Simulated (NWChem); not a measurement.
System: CH4CdS2; SMILES C[S][Cd][SH]

```xyz
8

Cd     0.1443     0.2801    -0.0171
S     -0.2354     2.5980    -0.0347
H     -0.2336     2.6902     1.3144
S      0.5311    -2.0338     0.0083
C     -1.1571    -2.7363    -0.0071
H     -1.7425    -2.4389     0.8737
H     -1.0325    -3.8281     0.0194
H     -1.7088    -2.4780    -0.9213
```
Atoms are numbered in this order, from 1.

Structure relaxed at the PBE0/def2-SVP level. Not confirmed as a minimum by frequencies. def2 effective core potentials on Cd; no spin-orbit coupling.

List the 4 lowest vertical singlet excitations from CAM-B3LYP/def2-SVPD with def2 effective core potentials on Cd, TDA (NWChem).


| state | energy (eV) | oscillator strength | leading excitation (squared amplitude) |
|---|---|---|---|
| S1 | 4.31 | 0.014 | HOMO → LUMO (0.94) |
| S2 | 4.78 | 0.028 | HOMO−1 → LUMO (0.96) |
| S3 | 4.90 | 0.002 | HOMO → LUMO+1 (0.94) |
| S4 | 5.25 | 0.016 | HOMO → LUMO+2 (0.65) |
